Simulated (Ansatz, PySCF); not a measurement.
Gas-phase reaction (SMILES): C[Si](C)(C)F [fluoro(trimethyl)silane] + O (H2O) → C[Si](C)(C)O + F (HF); water cleaves one Si-F bond, a model of a ligand-exchange step.

Structures are relaxed separately at B3LYP-D3(BJ)/def2-TZVP in Ansatz (a first-principles code), one conformer each, not searched for the lowest. Correlated levels leave the core frozen unless marked. No spin-orbit coupling. No relativistic terms. Basis-set limits of correlation are two-point, X^-3; Hartree-Fock from the larger set. Thermal terms are rigid-rotor harmonic-oscillator values from B3LYP-D3(BJ) frequencies (Ansatz or PySCF) at 298.15 K and 1 atm. 1 Eh = 627.5095 kcal/mol.

| species | E, CCSD(T)/CBS(cc-pV(T+d)Z,cc-pV(Q+d)Z) (Ansatz) (Eh) | E, B3LYP-D3(BJ)/def2-TZVPD (Ansatz + dftd3) (Eh) | H - E (Eh) |
|---|---|---|---|
| C[Si](C)(C)F | -508.54862 | -509.33113 | 0.12234 |
| O (H2O) | -76.37426 | -76.46738 | 0.02495 |
| C[Si](C)(C)O | -484.51204 | -485.28430 | 0.13401 |
| F (HF) | -100.39146 | -100.49389 | 0.01259 |

Q: Work out ΔE and ΔH at 298.15 K at the first level, then ΔH at the second.

A: 
1. ΔE = [(-484.51204) + (-100.39146)] - [(-508.54862) + (-76.37426)] = 0.01938 Eh = 12.2 kcal/mol at CCSD(T)/CBS(cc-pV(T+d)Z,cc-pV(Q+d)Z).
2. The terms H - E add up to -0.00069 Eh, so ΔH = (0.01938 + (-0.00069))×627.5095 = 11.7 kcal/mol.
3. At B3LYP-D3(BJ)/def2-TZVPD the same steps give ΔE = 12.8 and ΔH = 12.3 kcal/mol, a shift of +0.6 from the first level.
4. These values are not checked against measurement here, since the tables used lack a sound gas-phase enthalpy of formation for at least one species.
